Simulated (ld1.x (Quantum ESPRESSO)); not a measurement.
Building the TM semilocal potential for carbon (C) (PBEsol, non-relativistic).

Input for ld1.x (Quantum ESPRESSO) 7.5:

```
&input
   title='C', zed=6., rel=0, dft='PBESOL', iswitch=3,
   config='[He] 2s1 2p0',
   nld=2, rlderiv=1.65, eminld=-6.0, emaxld=5.0, deld=0.02
 /
 &inputp
   pseudotype=1, tm=.true., lloc=0,
   nlcc=.false.,
   file_pseudopw='C.pp', file_wfcaegen='ae.wfc', file_wfcncgen='nc.wfc'
 /
2
2P  2  1   0.00   0.00  1.50  1.50  0.0
2S  1  0   1.00   0.00  1.00  1.00  0.0
 &test
   configts(1)='2s1 2p0'
 /
```

Command:

```bash
ld1.x < C.in > C.out
```

Resulting log (shortened: banner, matrices, multipoles, cross overlaps and the repeated all-electron block are left out):

```
Program LD1 v.7.5
     --------------------------- All-electron run ----------------------------

     C

     atomic number is  6.00
     dft =PBESOL   lsd =0 sic =0 latt =0  beta=0.20 tr2=1.0E-14
     Exchange-correlation= PBESOL
                           (   1   4  10   8   0   0   0)
     mesh =1073 r(mesh) = 100.30751 a.u. xmin = -7.00 dx = 0.01250
     1 Ry =  13.60569312 eV

     n l     nl                  e(Ry)          e(Ha)          e(eV)
     1 0     1S 1( 2.00)       -24.2731       -12.1366      -330.2525
     2 0     2S 1( 1.00)        -4.1018        -2.0509       -55.8080
     2 1     2P 1( 0.00)        -3.5114        -1.7557       -47.7757

     final scf error:  5.3E-15 reached in  16 iterations

     Etot =     -69.071634 Ry,     -34.535817 Ha,    -939.767450 eV

     Ekin =      68.920292 Ry,      34.460146 Ha,     937.708348 eV
     Encl =    -149.110847 Ry,     -74.555424 Ha,   -2028.756427 eV
     Eh   =      18.600526 Ry,       9.300263 Ha,     253.073044 eV
     Exc  =      -7.481605 Ry,      -3.740802 Ha,    -101.792415 eV

     normalization and overlap integrals

     s(1S/1S) =  1.000000  <r> =   0.2699  <r2> =    0.0985  r(max) =   0.1752
     s(2S/2S) =  1.000000  <r> =   1.2865  <r2> =    1.9377  r(max) =   1.0868
     s(2P/2P) =  1.000000  <r> =   1.2030  <r2> =    1.7555  r(max) =   0.9591

     ------------------------ End of All-electron run ------------------------

     --------------------- Generating NC pseudopotential ---------------------

      Generating local pot.: lloc=0, matching radius rcloc =   1.0000

      Wfc   2P  rcut= 1.504  Using Troullier-Martins method

     ------------------- End of pseudopotential generation -------------------

     Computing logarithmic derivative in   1.65204
     Computing logarithmic derivative in   1.65204
     Computing the partial wave expansion
       no projector for channel:   0
     R is outside the sphere for l=    1 j= 0.00

     ---------------------- Testing the pseudopotential ----------------------

     C

     atomic number is  6.00   valence charge is  4.00
     dft =PBESOL   lsd =0 sic =0 latt =0  beta=0.20 tr2=1.0E-14
     mesh =1073 r(mesh) = 100.30751 xmin = -7.00 dx = 0.01250

     n l     nl             e AE (Ry)        e PS (Ry)    De AE-PS (Ry)
     1 0     2S   1( 1.00)       -4.10181       -4.10181        0.00000
     2 1     2P   1( 0.00)       -3.51145       -3.51145       -0.00000

     eps = 8.1E-15  iter = 13

     Etot =     -69.071634 Ry,     -34.535817 Ha,    -939.767450 eV
     Etotps =    -4.629876 Ry,      -2.314938 Ha,     -62.992674 eV

     Ekin =       1.319446 Ry,       0.659723 Ha,      17.951977 eV
     Encl =      -6.060779 Ry,      -3.030390 Ha,     -82.461100 eV
     Ehrt =       0.697471 Ry,       0.348736 Ha,       9.489580 eV
     Ecxc =      -0.586014 Ry,      -0.293007 Ha,      -7.973130 eV

     ---------------------- End of pseudopotential test ----------------------
```

Generation and configuration tests took about 0.54 s on one core of a shared server CPU.

Transferability test of the new file with ld1.x, input:

```
&input
   title='C', zed=6., rel=0, dft='PBESOL', iswitch=2,
   config='[He] 2s1 2p0'
 /
 &test
   file_pseudo='C.pp', nconf=8,
   configts(1)='2s1 2p0',
   configts(2)='2s2 2p2',
   configts(3)='2s2 2p1',
   configts(4)='2s2 2p0',
   configts(5)='2s2 2p2.3',
   configts(6)='2s1 2p2',
   configts(7)='2s0 2p4',
   configts(8)='2s2 2p1.5'
 /
```

```bash
ld1.x < C.test.in > C.test.out
```

Pseudopotential blocks of its output, shortened (energy terms left out):

```
     ---------------------- Testing the pseudopotential ----------------------

     n l     nl             e AE (Ry)        e PS (Ry)    De AE-PS (Ry)
     1 0     2S   1( 1.00)       -4.10181       -4.10181        0.00000
     2 1     2P   1( 0.00)       -3.51145       -3.51145       -0.00000

     eps = 7.0E-15  iter =  8

     Etot =     -69.071634 Ry,     -34.535817 Ha,    -939.767450 eV
     Etotps =    -4.629876 Ry,      -2.314938 Ha,     -62.992674 eV

     ---------------------- End of pseudopotential test ----------------------

          ---------------------- Testing the pseudopotential ----------------------

     n l     nl             e AE (Ry)        e PS (Ry)    De AE-PS (Ry)
     1 0     2S   1( 2.00)       -1.00227       -0.99771       -0.00455
     2 1     2P   1( 2.00)       -0.38488       -0.38803        0.00315

     eps = 7.8E-15  iter = 31

     Etot =     -75.154151 Ry,     -37.577076 Ha,   -1022.524322 eV
     Etotps =   -10.740891 Ry,      -5.370445 Ha,    -146.137263 eV
     dEtot_ae =      -6.082518 Ry
     dEtot_ps =      -6.111015 Ry,   Delta E=       0.028497 Ry

     ---------------------- End of pseudopotential test ----------------------

          ---------------------- Testing the pseudopotential ----------------------

     n l     nl             e AE (Ry)        e PS (Ry)    De AE-PS (Ry)
     1 0     2S   1( 2.00)       -1.88202       -1.88478        0.00276
     2 1     2P   1( 1.00)       -1.24287       -1.25636        0.01349  !

     eps = 2.8E-15  iter = 25

     Etot =     -74.360930 Ry,     -37.180465 Ha,   -1011.731991 eV
     Etotps =    -9.939494 Ry,      -4.969747 Ha,    -135.233702 eV
     dEtot_ae =      -5.289296 Ry
     dEtot_ps =      -5.309618 Ry,   Delta E=       0.020321 Ry

     ---------------------- End of pseudopotential test ----------------------

          ---------------------- Testing the pseudopotential ----------------------

     n l     nl             e AE (Ry)        e PS (Ry)    De AE-PS (Ry)
     1 0     2S   1( 2.00)       -2.95171       -2.95783        0.00612  !
     2 1     2P   1( 0.00)       -2.32096       -2.33705        0.01610  !

     eps = 8.4E-15  iter = 12

     Etot =     -72.595352 Ry,     -36.297676 Ha,    -987.710079 eV
     Etotps =    -8.157362 Ry,      -4.078681 Ha,    -110.986566 eV
     dEtot_ae =      -3.523718 Ry
     dEtot_ps =      -3.527486 Ry,   Delta E=       0.003768 Ry

     ---------------------- End of pseudopotential test ----------------------

          ---------------------- Testing the pseudopotential ----------------------

     n l     nl             e AE (Ry)        e PS (Ry)    De AE-PS (Ry)
     1 0     2S   1( 2.00)       -0.78757       -0.78138       -0.00619  !
     2 1     2P   1( 2.30)       -0.18104       -0.18189        0.00085

     eps = 7.0E-15  iter = 25

     Etot =     -75.238304 Ry,     -37.619152 Ha,   -1023.669277 eV
     Etotps =   -10.825628 Ry,      -5.412814 Ha,    -147.290177 eV
     dEtot_ae =      -6.166671 Ry
     dEtot_ps =      -6.195752 Ry,   Delta E=       0.029082 Ry

     ---------------------- End of pseudopotential test ----------------------

          ---------------------- Testing the pseudopotential ----------------------

     n l     nl             e AE (Ry)        e PS (Ry)    De AE-PS (Ry)
     1 0     2S   1( 1.00)       -1.88980       -1.88837       -0.00143
     2 1     2P   1( 2.00)       -1.25070       -1.26106        0.01036  !

     eps = 7.6E-15  iter = 27

     Etot =     -73.721779 Ry,     -36.860889 Ha,   -1003.035897 eV
     Etotps =    -9.311676 Ry,      -4.655838 Ha,    -126.691802 eV
     dEtot_ae =      -4.650145 Ry
     dEtot_ps =      -4.681800 Ry,   Delta E=       0.031654 Ry

     ---------------------- End of pseudopotential test ----------------------

          ---------------------- Testing the pseudopotential ----------------------

     n l     nl             e AE (Ry)        e PS (Ry)    De AE-PS (Ry)
     1 0     2S   1( 0.00)       -1.06517       -1.05405       -0.01113  !
     2 1     2P   1( 4.00)       -0.44495       -0.44350       -0.00146

     eps = 9.3E-16  iter =  9

     Etot =     -73.916241 Ry,     -36.958120 Ha,   -1005.681690 eV
     Etotps =    -9.520427 Ry,      -4.760213 Ha,    -129.532007 eV
     dEtot_ae =      -4.844607 Ry
     dEtot_ps =      -4.890551 Ry,   Delta E=       0.045943 Ry

     ---------------------- End of pseudopotential test ----------------------

          ---------------------- Testing the pseudopotential ----------------------

     n l     nl             e AE (Ry)        e PS (Ry)    De AE-PS (Ry)
     1 0     2S   1( 2.00)       -1.41452       -1.41343       -0.00109
     2 1     2P   1( 1.50)       -0.78293       -0.79103        0.00809  !

     eps = 8.0E-15  iter = 40

     Etot =     -74.864980 Ry,     -37.432490 Ha,   -1018.589943 eV
     Etotps =   -10.448953 Ry,      -5.224477 Ha,    -142.165254 eV
     dEtot_ae =      -5.793346 Ry
     dEtot_ps =      -5.819077 Ry,   Delta E=       0.025731 Ry

     ---------------------- End of pseudopotential test ----------------------
```
